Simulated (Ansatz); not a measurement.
Reaction (redistribution): `[OH][Ge][O][SiH3]` + `CSBCl` → `C[S][Ge][OH]` + `[SiH3]OBCl`

Isolated molecules relaxed with PBE0-D4/def2-TZVP in Ansatz; ΔE leaves out vibrations. CCSD(T)/CBS adds triple-zeta CCSD(T) − MP2 to the extrapolated MP2 energy (def2 sets, frozen cores). This one scheme is used for every species. Functionals use def2-TZVPP. B3LYP here is the variant with VWN-RPA as its local correlation; programs differ in this. For Ge outer-core shells are correlated without core-valence functions, which leaves a few kJ/mol of doubt a bond. Scalar relativity is left out up to krypton. One conformer a species, not always the lowest.

`[OH][Ge][O][SiH3]`:

```xyz
8

O    -1.991    2.065    0.254
Ge   -0.609    1.425    1.165
O    -0.169    0.144   -0.020
Si    0.964   -1.033   -0.169
H    -2.135    1.596   -0.575
H     1.762   -0.803   -1.401
H     1.882   -1.036    1.005
H     0.297   -2.358   -0.259
```

`CSBCl`:

Cartesian coordinates in Å:
```
C -0.109 -1.281 0.223
S -0.143 -0.062 -1.114
B 0.123 1.467 -0.272
Cl 0.168 2.948 -1.202
H 0.060 -0.786 1.178
H -1.063 -1.807 0.247
H 0.691 -1.994 0.032
H 0.273 1.515 0.909
```

`C[S][Ge][OH]`:

Z-matrix (Å, degrees):
```
C
S 1 1.814
H 1 1.089 2 109.2
H 1 1.089 2 109.2 3 119.5
H 1 1.092 2 111.2 3 -120.2
Ge 2 2.238 1 100.3 3 120.3
O 6 1.785 2 98.5 1 -180.0
H 7 0.962 6 116.6 2 0.0
```

`[SiH3]OBCl`:

Z-matrix (Å, degrees):
```
Si
O 1 1.668
H 1 1.482 2 109.7
H 1 1.479 2 105.7 3 119.2
H 1 1.482 2 109.7 3 -121.7
B 2 1.335 1 132.7 3 60.9
Cl 6 1.771 2 120.6 1 0.0
H 6 1.191 2 121.3 1 180.0
```

```tsv
level	ΔE (kJ/mol)	difference from CCSD(T)/CBS
PBE-D4	-43.9	0.3
r2SCAN-D4	-44.9	-0.7
PBE0-D4	-46.1	-1.9
B3LYP-D4	-47.6	-3.4
ωB97M-V	-43.0	1.2
PBE0	-45.1	-0.9
MP2/def2-TZVPP	-38.6	5.6
SCS-MP2/def2-TZVPP	-38.0	6.2
HF/def2-QZVPP	-50.5	-6.3
HF/CBS(def2)	-50.5	-6.3
CCSD(T)/CBS	-44.2	0
```

Largest T1 diagnostic among the species: 0.015.

In def2-TZVPP, CCSD(T) changes the Hartree–Fock value by +10.3 kJ/mol (the triples alone add +0.9 kJ/mol) and MP2 by +12.1 kJ/mol.
